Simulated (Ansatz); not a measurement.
AgF2⁻. Total charge -1; quintet. Geometry r2SCAN-D4/def2-TZVPD; atoms count from 1.

```xyz
3

Ag    0.000    0.000    0.000
F    -1.510   -0.741    1.241
F     1.510    0.741   -1.241
```

In the def2 sets Ag takes a core potential; there is no spin–orbit coupling. The highest occupied level of the charge -1 quintet lies above zero (up to 1.92 eV). It is a level of α spin, whose loss leaves a quartet; that state wasn't run at this geometry and level. The electron is either unbound and held by the finite basis, or the level is raised by self-interaction error. At PBE0-D4/def2-TZVPD a singlet of charge -1 lies 10.31 eV below the quintet, each at its own geometry. The structure comes from a short search, and lower isomers may exist.

(1) Estimate the Mulliken populations from the PBE0/def2-TZVPD orbitals of Ansatz.

(2) Where does the spin sit?

## Answers

(1) 
```csv
atom,charge (e),spin (α − β),d electrons
Ag1,-0.81,3.25,9.23
F2,-0.10,0.37,–
F3,-0.10,0.37,–
```
Mulliken values and Mayer orders depend strongly on the basis. With diffuse functions, as here, like atoms can get unlike values, and bond orders can come out too low or too high.

(2) Summed by element: Ag 3.25, F 0.75, of 4 unpaired in all. Largest on single atoms: Ag1 3.25, F2 0.37, F3 0.37.
